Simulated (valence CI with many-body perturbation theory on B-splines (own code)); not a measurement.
## Al⁷⁺: electric-dipole lines

Level of theory: relativistic CI+MBPT: four valence electrons over a frozen Dirac-Fock core [He], radial functions for each j: 11 s, 11 p, 9 d, 7 f, 5 g, 2 h, 1 i, with the one-electron correlation potential Σ1 (screened to all orders), the two-electron term Σ2, the three-electron term Σ3, Breit, model QED; selected single and double excitations, second order for the rest, scaled by the run's own slope (own B-spline code, finite nucleus).

No measured levels were compared; by estimate levels hold to about 100 cm⁻¹ or 0.05 % of their energy and the worst to 300 or 400 cm⁻¹, as in measured light ions of charge 2 to 7. Among the levels kept, up to 270 cm⁻¹ of a level comes from second order outside the variational space, and about a tenth of that is noise between levels of different J, which matters for small intervals.

Lines 151 to 200 of 264 in falling wavelength, among levels below 1610300 cm⁻¹, chosen from the strongest by gf and those to the six lowest levels. Wavelengths and rates use the calculated energies, so an error of 200 cm⁻¹ moves a line at 7.950 nm by 0.016 % and its rate by three times that or more. Electric multipoles are in the length gauge, E1 and E2 with the static RPA response of the core. Weak lines are less certain than strong ones. Lines between different terms over intervals too small for the method are left out, as are lines whose strength nearly cancels. The highest levels of a list are the least certain.

Names give the largest LS component (configuration and term), which can be under half, so a name can repeat, a term be missing and a line seem to break the LS rules; names also repeat where a configuration has a term twice.

| λ vac (nm) | Upper | Lower | A (s⁻¹) | log gf | Branch % |
| --- | --- | --- | --- | --- | --- |
| 7.950 | 2s²2p3p ³D_2 | 2s2p³ ⁵S°_2 | 7.35e+04 | -6.46 | 0.0 |
| 7.930 | 2s²2p3p ³D_3 | 2s2p³ ⁵S°_2 | 1.04e+05 | -6.16 | 0.0 |
| 7.885 | 2s²2p3p ³S_1 | 2s2p³ ⁵S°_2 | 7.12e+06 | -4.70 | 0.1 |
| 7.852 | 2s²2p3s ³P°_1 | 2s²2p² ¹D_2 | 1.58e+09 | -2.36 | 2.0 |
| 7.848 | 2s²2p3p ³P_1 | 2s2p³ ⁵S°_2 | 2.13e+05 | -6.23 | 0.0 |
| 7.839 | 2s²2p3p ³P_2 | 2s2p³ ⁵S°_2 | 1.36e+06 | -5.20 | 0.0 |
| 7.836 | 2s2p²3s ³D_3 | 2s2p³ ³P°_2 | 3.05e+10 | -0.71 | 25.1 |
| 7.836 | 2s2p²3s ³D_2 | 2s2p³ ³P°_1 | 2.28e+10 | -0.98 | 18.9 |
| 7.831 | 2s²2p3s ³P°_2 | 2s²2p² ¹D_2 | 1.59e+08 | -3.14 | 0.2 |
| 7.761 | 2s²2p3s ¹P°_1 | 2s²2p² ¹D_2 | 9.71e+10 | -0.58 | 76.2 |
| 7.716 | 2s²2p3p ¹D_2 | 2s2p³ ⁵S°_2 | 2.57e+04 | -6.94 | 0.0 |
| 7.599 | 2s²2p3s ³P°_1 | 2s²2p² ³P_2 | 3.33e+10 | -1.06 | 41.2 |
| 7.591 | 2s²2p3s ³P°_0 | 2s²2p² ³P_1 | 7.95e+10 | -1.16 | 100.0 |
| 7.584 | 2s²2p3s ³P°_1 | 2s²2p² ³P_1 | 1.93e+10 | -1.30 | 23.9 |
| 7.579 | 2s²2p3s ³P°_2 | 2s²2p² ³P_2 | 5.98e+10 | -0.59 | 74.7 |
| 7.574 | 2s²2p3s ³P°_1 | 2s²2p² ³P_0 | 2.62e+10 | -1.17 | 32.5 |
| 7.563 | 2s²2p3s ³P°_2 | 2s²2p² ³P_1 | 2.00e+10 | -1.07 | 25.1 |
| 7.559 | 2s2p²3s ³D_2 | 2s2p³ ³D°_1 | 1.46e+10 | -1.20 | 12.0 |
| 7.559 | 2s2p²3s ³D_1 | 2s2p³ ³D°_1 | 6.20e+10 | -0.80 | 51.3 |
| 7.558 | 2s2p²3s ³D_3 | 2s2p³ ³D°_2 | 1.18e+10 | -1.15 | 9.7 |
| 7.558 | 2s2p²3s ³D_2 | 2s2p³ ³D°_2 | 5.72e+10 | -0.61 | 47.2 |
| 7.558 | 2s2p²3s ³D_3 | 2s2p³ ³D°_3 | 7.64e+10 | -0.34 | 62.9 |
| 7.558 | 2s2p²3s ³D_2 | 2s2p³ ³D°_3 | 1.30e+10 | -1.26 | 10.7 |
| 7.514 | 2s²2p3s ¹P°_1 | 2s²2p² ³P_2 | 1.67e+08 | -3.37 | 0.1 |
| 7.506 | 2s2p²3s ⁵P_1 | 2s2p³ ⁵S°_2 | 6.18e+10 | -0.81 | 100.0 |
| 7.499 | 2s²2p3s ¹P°_1 | 2s²2p² ³P_1 | 4.74e+08 | -2.92 | 0.4 |
| 7.497 | 2s2p²3s ⁵P_2 | 2s2p³ ⁵S°_2 | 6.21e+10 | -0.58 | 100.0 |
| 7.489 | 2s²2p3s ¹P°_1 | 2s²2p² ³P_0 | 3.08e+08 | -3.11 | 0.2 |
| 7.485 | 2s2p²3s ⁵P_3 | 2s2p³ ⁵S°_2 | 6.25e+10 | -0.43 | 100.0 |
| 7.294 | 2s2p²3s ³P_1 | 2s2p³ ⁵S°_2 | 3.15e+06 | -5.12 | 0.0 |
| 7.282 | 2s2p²3s ³P_2 | 2s2p³ ⁵S°_2 | 3.71e+06 | -4.83 | 0.0 |
| 7.205 | 2s²2p3d ³D°_1 | 2s²2p² ¹S_0 | 1.07e+09 | -2.60 | 0.2 |
| 7.168 | 2s²2p3d ³P°_1 | 2s²2p² ¹S_0 | 4.22e+08 | -3.01 | 0.1 |
| 7.074 | 2s²2p3d ¹P°_1 | 2s²2p² ¹S_0 | 4.96e+11 | 0.05 | 95.6 |
| 7.033 | 2s²2p3d ³F°_2 | 2s²2p² ¹D_2 | 8.39e+10 | -0.51 | 96.0 |
| 7.021 | 2s²2p3d ³F°_3 | 2s²2p² ¹D_2 | 1.63e+09 | -2.07 | 17.1 |
| 7.017 | 2s²2p3d ¹D°_2 | 2s²2p² ¹D_2 | 1.79e+11 | -0.18 | 94.7 |
| 6.971 | 2s2p²3p ³S°_1 | 2s²2p² ¹S_0 | 6.91e+07 | -3.82 | 0.0 |
| 6.956 | 2s²2p3d ³D°_1 | 2s²2p² ¹D_2 | 2.33e+08 | -3.29 | 0.0 |
| 6.953 | 2s²2p3d ³D°_2 | 2s²2p² ¹D_2 | 1.09e+09 | -2.40 | 0.2 |
| 6.946 | 2s²2p3d ³D°_3 | 2s²2p² ¹D_2 | 3.83e+07 | -3.71 | 0.0 |
| 6.940 | 2s2p²3p ⁵D°_1 | 2s²2p² ¹S_0 | 1.35e+04 | -7.53 | 0.0 |
| 6.927 | 2s²2p3d ³P°_2 | 2s²2p² ¹D_2 | 4.45e+09 | -1.80 | 1.0 |
| 6.922 | 2s²2p3d ³P°_1 | 2s²2p² ¹D_2 | 2.36e+08 | -3.29 | 0.1 |
| 6.899 | 2s2p²3p ⁵P°_1 | 2s²2p² ¹S_0 | 5.46e+05 | -5.93 | 0.0 |
| 6.888 | 2s2p²3s ³D_3 | 2s2p³ ⁵S°_2 | 1.73e+07 | -4.07 | 0.0 |
| 6.888 | 2s2p²3s ³D_2 | 2s2p³ ⁵S°_2 | 4.46e+06 | -4.80 | 0.0 |
| 6.888 | 2s2p²3s ³D_1 | 2s2p³ ⁵S°_2 | 4.92e+05 | -5.98 | 0.0 |
| 6.838 | 2s²2p3d ¹F°_3 | 2s²2p² ¹D_2 | 8.38e+11 | 0.61 | 99.9 |
| 6.834 | 2s²2p3d ¹P°_1 | 2s²2p² ¹D_2 | 1.96e+10 | -1.39 | 3.8 |
